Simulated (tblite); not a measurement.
Compound: C₅H₁₀BN₃.
SMILES with atom numbers: `[CH2:1]=[C:2]([C:3]#[N:4])[C@@H:5]([CH3:6])[B:7]([NH2:8])[NH2:9]` (hydrogens: H10, H11 on C1; H12 on C5; H13, H14, H15 on C6; H16, H17 on N8; H18, H19 on N9)

Computed with GFN2-xTB (tblite), gas phase: L-BFGS steps from a force-field or distance-geometry start until the largest atomic force falls under 0.01 eV/Å.

Step 8: E = -700.0578 eV
```
atom  x, y, z in Å  |  force x, y, z in eV/Å
C1      1.2251   -0.0849    1.7938   -0.038  -0.011  -0.045
C2      1.3310    0.1018    0.4774   -0.077  -0.033   0.103
C3      2.4863    0.7333   -0.0279    0.198   0.094  -0.025
N4      3.4411    1.2399   -0.4160   -0.105  -0.023  -0.057
C5      0.2877   -0.3121   -0.5296   -0.051  -0.037   0.048
C6     -0.0075   -1.8157   -0.4242   -0.018  -0.007  -0.019
B7     -1.0551    0.5654   -0.3381   -0.146   0.076  -0.047
N8     -1.4566    1.4887   -1.4053    0.022   0.020  -0.019
N9     -1.8813    0.4313    0.8555    0.060  -0.041   0.035
H10     1.9952    0.2260    2.4784    0.012   0.002   0.001
H11     0.3448   -0.5452    2.1977   -0.071  -0.036   0.112
H12     0.6912   -0.1261   -1.5307    0.106  -0.017  -0.037
H13    -0.7028   -2.1063   -1.2074   -0.034  -0.022  -0.026
H14     0.9071   -2.3893   -0.5489    0.069  -0.050   0.007
H15    -0.4518   -2.0660    0.5328   -0.013   0.052   0.045
H16    -1.6034    1.0147   -2.2884   -0.073   0.009  -0.015
H17    -0.7394    2.1778   -1.5970    0.002   0.074  -0.001
H18    -1.9886    1.3175    1.3369    0.083  -0.003  -0.003
H19    -2.8330    0.1584    0.6335    0.075  -0.047  -0.058
```

Step 9: E = -700.0616 eV
```
atom  x, y, z in Å  |  force x, y, z in eV/Å
C1      1.2227   -0.0864    1.7979   -0.043  -0.005  -0.059
C2      1.3254    0.1002    0.4816   -0.062  -0.038   0.053
C3      2.4775    0.7311   -0.0294    0.199   0.085   0.029
N4      3.4316    1.2367   -0.4191   -0.051   0.009  -0.091
C5      0.2898   -0.3148   -0.5328   -0.084   0.014   0.067
C6     -0.0070   -1.8179   -0.4241   -0.013   0.053  -0.023
B7     -1.0537    0.5662   -0.3403   -0.103   0.056  -0.086
N8     -1.4568    1.4914   -1.4071    0.026   0.002   0.009
N9     -1.8752    0.4280    0.8573    0.060  -0.011  -0.020
H10     1.9977    0.2258    2.4769   -0.018  -0.006   0.011
H11     0.3414   -0.5451    2.2018   -0.052  -0.037   0.130
H12     0.7046   -0.1263   -1.5307    0.051  -0.040   0.003
H13    -0.7035   -2.1044   -1.2078   -0.024  -0.056  -0.009
H14     0.9090   -2.3899   -0.5464    0.046  -0.066   0.003
H15    -0.4507   -2.0597    0.5359   -0.014   0.030   0.013
H16    -1.6098    1.0192   -2.2906   -0.055   0.022   0.012
H17    -0.7415    2.1832   -1.5992   -0.014   0.046   0.000
H18    -1.9849    1.3149    1.3373    0.086  -0.005   0.004
H19    -2.8266    0.1568    0.6312    0.064  -0.057  -0.046
```

Step 10: E = -700.0651 eV
```
atom  x, y, z in Å  |  force x, y, z in eV/Å
C1      1.2195   -0.0880    1.8014   -0.047  -0.004  -0.035
C2      1.3201    0.0988    0.4855   -0.014  -0.017  -0.010
C3      2.4721    0.7299   -0.0294    0.115   0.039   0.084
N4      3.4237    1.2348   -0.4244    0.006   0.039  -0.113
C5      0.2903   -0.3167   -0.5350   -0.068   0.056   0.048
C6     -0.0067   -1.8196   -0.4243   -0.002   0.078  -0.017
B7     -1.0545    0.5678   -0.3436   -0.015   0.012  -0.095
N8     -1.4567    1.4944   -1.4090    0.008   0.004   0.022
N9     -1.8690    0.4249    0.8590    0.048   0.021  -0.076
H10     1.9994    0.2255    2.4756   -0.054  -0.018   0.012
H11     0.3376   -0.5456    2.2081   -0.013  -0.022   0.121
H12     0.7172   -0.1273   -1.5301   -0.012  -0.055   0.051
H13    -0.7047   -2.1038   -1.2083   -0.002  -0.077   0.018
H14     0.9113   -2.3915   -0.5441   -0.008  -0.052   0.002
H15    -0.4500   -2.0535    0.5389   -0.009   0.009  -0.027
H16    -1.6165    1.0235   -2.2924   -0.035   0.039   0.030
H17    -0.7436    2.1889   -1.6010   -0.027   0.017  -0.004
H18    -1.9798    1.3126    1.3376    0.077  -0.012   0.010
H19    -2.8195    0.1543    0.6282    0.051  -0.059  -0.021
```

Step 11: E = -700.0682 eV
```
atom  x, y, z in Å  |  force x, y, z in eV/Å
C1      1.2156   -0.0897    1.8042   -0.044  -0.004   0.003
C2      1.3158    0.0976    0.4887    0.037   0.014  -0.047
C3      2.4696    0.7295   -0.0277    0.017  -0.009   0.110
N4      3.4172    1.2342   -0.4312    0.035   0.052  -0.112
C5      0.2896   -0.3172   -0.5364   -0.013   0.067   0.013
C6     -0.0065   -1.8202   -0.4247    0.005   0.068  -0.004
B7     -1.0558    0.5694   -0.3480    0.073  -0.030  -0.075
N8     -1.4565    1.4973   -1.4106   -0.021   0.022   0.019
N9     -1.8629    0.4226    0.8590    0.030   0.042  -0.106
H10     1.9996    0.2248    2.4746   -0.082  -0.029   0.011
H11     0.3341   -0.5465    2.2158    0.027  -0.003   0.092
H12     0.7276   -0.1292   -1.5286   -0.063  -0.054   0.074
H13    -0.7057   -2.1048   -1.2085    0.020  -0.080   0.040
H14     0.9129   -2.3937   -0.5421   -0.062  -0.019   0.004
H15    -0.4495   -2.0480    0.5408   -0.005  -0.009  -0.055
H16    -1.6231    1.0278   -2.2934   -0.022   0.050   0.029
H17    -0.7458    2.1943   -1.6026   -0.031  -0.002  -0.011
H18    -1.9737    1.3103    1.3380    0.063  -0.020   0.011
H19    -2.8123    0.1509    0.6251    0.035  -0.055   0.004
```

**Question.** Estimate the geometry and energy of step 12. (The exact step hangs on the optimiser's Hessian estimate; all steps are aligned on step 11, rigid shifts and turns removed.)

**Answer.** E = -700.0716 eV, largest force 0.153 eV/Å
```
atom  x, y, z in Å  |  force x, y, z in eV/Å
C1      1.2105   -0.0915    1.8068   -0.033  -0.003   0.042
C2      1.3118    0.0965    0.4917    0.080   0.045  -0.049
C3      2.4682    0.7294   -0.0238   -0.058  -0.040   0.095
N4      3.4100    1.2342   -0.4408    0.030   0.044  -0.083
C5      0.2886   -0.3166   -0.5376    0.063   0.043  -0.023
C6     -0.0062   -1.8195   -0.4252    0.005   0.030   0.013
B7     -1.0561    0.5707   -0.3543    0.140  -0.051  -0.033
N8     -1.4566    1.5008   -1.4118   -0.051   0.044   0.006
N9     -1.8555    0.4210    0.8567    0.010   0.043  -0.106
H10     1.9981    0.2234    2.4737   -0.096  -0.033   0.016
H11     0.3308   -0.5476    2.2264    0.057   0.015   0.046
H12     0.7377   -0.1325   -1.5256   -0.094  -0.037   0.057
H13    -0.7064   -2.1076   -1.2077    0.036  -0.068   0.051
H14     0.9134   -2.3964   -0.5398   -0.101   0.022   0.005
H15    -0.4492   -2.0421    0.5418   -0.007  -0.025  -0.062
H16    -1.6308    1.0336   -2.2939   -0.015   0.054   0.012
H17    -0.7489    2.2002   -1.6046   -0.024  -0.010  -0.019
H18    -1.9657    1.3072    1.3386    0.046  -0.027   0.005
H19    -2.8036    0.1460    0.6219    0.015  -0.045   0.027
```

The energy changes by -0.0035 eV. The first-order estimate −F·Δx gives -0.0048 eV and the mean of the old and new forces, exact on a quadratic surface, -0.0035 eV. The step makes an angle of 65° with the force vector and moves no atom by more than 0.012 Å.

What follows is the cost of the whole relaxation. On one thread of an Arm Neoverse N1 (shared host), this took 2.0 s.
